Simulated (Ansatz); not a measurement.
trans-Sn(PH3)2Cl4 (SnP₂H₆Cl₄). Total charge 0; singlet. Geometry r2SCAN-D4/def2-SVP.

```xyz
13

Cl   -1.916   -1.570   -0.445
Cl    1.882    1.289    0.398
Cl    1.111   -1.966    1.084
Cl   -1.222    1.734   -0.958
P    -1.151    0.715    2.323
P     1.167   -0.661   -2.332
Sn   -0.039   -0.138    0.021
H    -0.874    0.074    3.557
H    -2.567    0.728    2.342
H    -0.864    2.062    2.650
H     0.594   -1.547   -3.279
H     2.473   -1.195   -2.224
H     1.405    0.476   -3.139
```

In the def2 sets Sn takes a core potential, while STO-3G treats all electrons; there is no spin–orbit coupling. Another isomer (singlet) lies 0.06 eV lower at PBE0-D4/def2-TZVP; other spin states weren't run for this one.

Estimate the orbital energies around the gap (eV) in Ansatz with HF/STO-3G, revPBE-D4/def2-TZVP, r2SCAN-D4/def2-TZVP, PBE0-D4/def2-SVP, r2SCAN0-D4/def2-TZVP.


```
orbital  HF/STO-3G  revPBE-D4/def2-TZVP  r2SCAN-D4/def2-TZVP  PBE0-D4/def2-SVP  r2SCAN0-D4/def2-TZVP
 HOMO−5      -9.55                -7.26                -7.68             -8.29                 -8.78
 HOMO−4      -9.46                -7.05                -7.47             -8.17                 -8.75
 HOMO−3      -9.28                -6.98                -7.38             -8.07                 -8.60
 HOMO−2      -9.26                -6.90                -7.31             -8.01                 -8.59
 HOMO−1      -8.97                -6.90                -7.31             -8.01                 -8.57
   HOMO      -8.58                -6.34                -6.73             -7.47                 -8.00
   LUMO       5.99                -3.42                -3.39             -2.43                 -2.66
 LUMO+1       7.35                -1.43                -1.28             -0.20                 -0.49
 LUMO+2       9.02                -1.40                -1.26             -0.18                 -0.47
 LUMO+3       9.03                -1.20                -1.04              0.02                 -0.23
 LUMO+4      10.64                -1.14                -0.98              0.06                 -0.17
 LUMO+5      10.66                -0.86                -0.60              0.31                  0.08
```
